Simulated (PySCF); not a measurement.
C8H13N.
Structure used (PBE0-D3(BJ)/def2-SVP), in Å, numbered top down from 1:
```
atom  x, y, z in Å
C1    -1.312   -1.744    0.252
C2    -1.647   -0.288    0.301
C3    -0.834    0.760    0.089
C4    -1.333    2.167    0.230
C5     0.638    0.647   -0.297
C6     1.523    0.153    0.821
C7     2.216   -0.922    0.442
C8     1.887   -1.293   -0.974
N9     0.938   -0.274   -1.391
H10   -0.244   -1.940    0.410
H11   -1.607   -2.202   -0.710
H12   -1.868   -2.288    1.031
H13   -2.691   -0.053    0.542
H14   -2.387    2.203    0.540
H15   -1.228    2.721   -0.719
H16   -0.740    2.722    0.978
H17    0.960    1.674   -0.570
H18    1.573    0.646    1.793
H19    2.939   -1.465    1.054
H20    1.474   -2.321   -1.035
H21    2.799   -1.299   -1.604
H22    0.101   -0.646   -1.822
```

Theory: PBE0-D3(BJ)/def2-SVP geometry optimisation, gas phase in PySCF.

Take the most abundant isotopes and a rigid rotor. The values belong to one conformer with, in the numbering `[CH3:1]/[CH:2]=[C:3](/[CH3:4])[C@H:5]1[CH:6]=[CH:7][CH2:8][NH:9]1`, C2–C3–C5–C6 -71°.

(1) Give the principal moments of inertia and the rotational constants in MHz.

(2) Classify the top.

(3) Is it planar, by Δ = Ic − Ia − Ib?

(4) List the rotational levels J(Ka,Kc) to J = 3 (MHz).

(5) Which lines would a microwave search look for?

## Answers

(1) Ia = 207.31, Ib = 372.07, Ic = 456.37 u·Å²; 505379 MHz·u·Å²/I gives A = 2438, B = 1358, C = 1107 MHz.

(2) An asymmetric top; Ray's κ = -0.623.

(3) Not planar: Δ = Ic − Ia − Ib = -123.00 u·Å². For a rigid frame Δ = −2 Σ m c², so Σ m c² = 61.50 u·Å² lies off the ab plane: 14.60 from hydrogen and 46.91 from heavier atoms. The atom farthest from that plane is 1.96 Å away.

(4) Above 0(0,0):
J = 1: 1(0,1) 2466, 1(1,1) 3545, 1(1,0) 3796
J = 2: 2(0,2) 7358, 2(1,2) 8226, 2(1,1) 8978, 2(2,1) 12217, 2(2,0) 12256
J = 3: 3(0,3) 14605, 3(1,3) 15224, 3(1,2) 16725, 3(2,2) 19614, 3(2,1) 19803, 3(3,1) 25662, 3(3,0) 25666
The levels of one J sum to (2J + 1)J(J + 1)(A + B + C)/3.

(5) The dipole components are |μa| = 0.24 D, |μb| = 0.74 D, |μc| = 0.61 D. Intensities carry the squares of the components, which stand as 0.11 : 1.00 : 0.69 (a : b : c). Some lines, for components of 0.1 D or more:

```
type  branch         J(Ka,Kc)    MHz  lower level (cm⁻¹)
   c       Q  4(1,4) ← 4(0,4)    392               0.805
   c       Q  3(2,2) ← 3(1,2)   2889               0.558
   a       Q  5(1,4) ← 5(1,5)   3661               1.204
   c       R  1(1,0) ← 0(0,0)   3796               0.000
   b       R  3(1,2) ← 2(2,1)   4508               0.408
   c       Q  3(3,1) ← 3(2,1)   5859               0.661
   b       R  5(2,3) ← 4(3,2)   7221               1.187
   b       Q  4(4,1) ← 4(3,2)   8375               1.187
   b       R  4(0,4) ← 3(1,3)   8901               0.508
   c       R  3(1,2) ← 2(0,2)   9367               0.245
   a       R  4(0,4) ← 3(0,3)   9520               0.487
   a       R  4(1,3) ← 3(1,2)  10274               0.558
   b       R  5(4,2) ← 4(3,1)  20763               1.188
   c       R  5(5,1) ← 4(4,1)  23180               1.467
```

Stationary, but not proved a minimum. Constants of a rigid frame at the computed geometry: no zero-point averaging, no centrifugal distortion. A rigid rotor knows nothing of inversion at nitrogen or internal rotation, which can split or shift real lines. Quadrupole hyperfine structure (14N) is left out.

Rough CPU time on one thread of a shared machine: about 10 min. That covers the optimisation of the geometry.
